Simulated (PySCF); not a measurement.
CH3AlF2, SMILES [Al]([CH3])([F])[F] (connectivity only; charge and spin as stated), charge +1, multiplicity 2.

The structure is a stationary point at TPSSh-D3(BJ)/def2-SVP. The multiplicity is an assumed one; other spin states were not compared. The isomer is the one that the SMILES or the coordinates give; other isomers of the formula were not compared.

The numbers are results of PySCF with TDA-PBE/def2-SVPD, not measurements.

Vertical excitations. 

Computed lowest excited states:
| state | energy (eV) | λ (nm) | f | main pairs |
|---|---|---|---|---|
| root 1 | 2.93 | 423 | 0.004 | β HOMO→LUMO 96 % |
| root 2 | 2.96 | 419 | 0.000 | β HOMO−1→LUMO 98 % |
| root 3 | 3.16 | 393 | 0.002 | β HOMO−2→LUMO 93 % |
| root 4 | 3.37 | 368 | 0.027 | β HOMO−3→LUMO 90 % |
| root 5 | 4.07 | 305 | 0.008 | β HOMO−4→LUMO 82 %, β HOMO−5→LUMO 16 % |
| root 6 | 4.39 | 282 | 0.001 | β HOMO−6→LUMO 97 % |
| root 7 | 4.40 | 282 | 0.020 | β HOMO−5→LUMO 83 %, β HOMO−4→LUMO 14 % |
| root 8 | 5.04 | 246 | 0.034 | β HOMO−7→LUMO 92 % |
| root 9 | 6.72 | 185 | 0.167 | α HOMO→LUMO 93 % |
| root 10 | 7.43 | 167 | 0.001 | α HOMO−1→LUMO 82 %, β HOMO→LUMO+1 17 % |
Unrestricted roots are not spin-pure.
